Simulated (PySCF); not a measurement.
Two-photon absorption: `InChI=1S/C7H7BrS/c8-6-4-2-1-3-5-7-9/h1-7H/b2-1+,5-3+,6-4+`

Molfile (atoms numbered from 1):
```
C7H7BrS
     RDKit          3D

 16 15  0  0  0  0  0  0  0  0999 V2000
   -4.6250    2.2627    0.0907 S   0  0  0  0  0  0  0  0  0  0  0  0
   -3.2857    1.5210    0.6740 C   0  0  0  0  0  0  0  0  0  0  0  0
   -2.2111    1.1020   -0.1383 C   0  0  0  0  0  0  0  0  0  0  0  0
   -1.1029    0.4852    0.3524 C   0  0  0  0  0  0  0  0  0  0  0  0
   -0.0181    0.0601   -0.4561 C   0  0  0  0  0  0  0  0  0  0  0  0
    1.0845   -0.5530    0.0370 C   0  0  0  0  0  0  0  0  0  0  0  0
    2.1755   -0.9802   -0.7785 C   0  0  0  0  0  0  0  0  0  0  0  0
    3.2584   -1.5846   -0.2762 C   0  0  0  0  0  0  0  0  0  0  0  0
    4.6985   -2.1495   -1.3439 Br  0  0  0  0  0  0  0  0  0  0  0  0
   -3.2139    1.3383    1.7428 H   0  0  0  0  0  0  0  0  0  0  0  0
   -2.2986    1.2903   -1.2002 H   0  0  0  0  0  0  0  0  0  0  0  0
   -1.0312    0.3033    1.4178 H   0  0  0  0  0  0  0  0  0  0  0  0
   -0.0931    0.2438   -1.5201 H   0  0  0  0  0  0  0  0  0  0  0  0
    1.1617   -0.7380    1.1006 H   0  0  0  0  0  0  0  0  0  0  0  0
    2.1027   -0.7985   -1.8422 H   0  0  0  0  0  0  0  0  0  0  0  0
    3.3907   -1.7940    0.7739 H   0  0  0  0  0  0  0  0  0  0  0  0
  1  2  2  0
  2  3  1  0
  3  4  2  0
  4  5  1  0
  5  6  2  0
  6  7  1  0
  7  8  2  0
  8  9  1  0
  2 10  1  0
  3 11  1  0
  4 12  1  0
  5 13  1  0
  6 14  1  0
  7 15  1  0
  8 16  1  0
M  END
```

The calculation used PySCF, TDDFT wB97X-D/def2-SVPD excited states, vertical, gas phase. Geometry: GFN2-xTB.

The calculation is non-relativistic, which matters for the atoms heavier than Zn.

Q: Give the one- and two-photon strengths of the lowest singlets.

A: δ for parallel linear polarisation; σ at the peak of a Lorentzian of half width 0.1 eV, single beam; Ω is circular over linear.
```tsv
state	E (eV)	f	photon λ (nm)	δ (au)	σ (GM)	Ω	main
S1	2.04	0.000	1216	0.63	0.00	1.50	HOMO−1→LUMO 0.86, HOMO−1→LUMO+1 0.13
S2	3.57	1.660	694	5790	27.08	0.65	HOMO→LUMO 0.96
S3	5.19	0.012	477	43800	432.95	0.68	HOMO−2→LUMO 0.92
S4	5.40	0.000	459	3.35	0.04	1.38	HOMO−1→LUMO+1 0.62, HOMO−1→LUMO+5 0.19
S5	5.51	0.115	450	27000	300.65	0.66	HOMO→LUMO+1 0.92
```

Among these, the strongest one-photon state is S2, the strongest two-photon state S3, with a dipole change of 4.0 D (relaxed, norm of the difference vector).
